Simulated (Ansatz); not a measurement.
**C2H4O2Si (SMILES C=C1O[SiH2]O1): methods side by side**

C2H4O2Si: 9 atoms, total charge 0, spin state singlet. SMILES: `C=C1O[SiH2]O1`. The shape was relaxed beforehand at r2SCAN/def2-SVP.

```xyz
9

C     0.5321    1.3711   -1.1400
C     0.1584    0.3861   -0.3255
O    -0.5872    0.4829    0.8391
Si   -0.4469   -1.2087    0.9933
O     0.4267   -0.9680   -0.4501
H     0.2435    2.3957   -0.9095
H     1.1216    1.1393   -2.0260
H    -1.7131   -1.9673    0.8513
H     0.3534   -1.6774    2.1503
```

Each level gives the dissociation energy of the H8–Si4 bond into doublet H and doublet C2H3O2Si (shapes relaxed at r2SCAN/def2-SVP, no zero-point term) (eV). The values are calculated.

```tsv
level	kind	program	value (eV)	CPU time (all runs)
HF/def2-SVP	Hartree–Fock	Ansatz	3.52	6.6 s
PBE/def2-SVP	GGA	Ansatz	3.70	7.8 s
r2SCAN/def2-SVP	meta-GGA	Ansatz	3.88	15 s
B3LYP/def2-SVP	global hybrid	Ansatz	3.96	7.6 s
PBE0-D4/def2-SVP	global hybrid	Ansatz	3.92	7.9 s
```

The values span 3.52 to 3.96 eV. Hartree–Fock misses the correlation of the electron pair that is broken and comes out low. Measured bond enthalpies also hold zero-point and thermal terms, a few tenths of an eV less. Times are those of the runs behind each value, whatever else they computed, on shared processors of several kinds: orders of magnitude only.
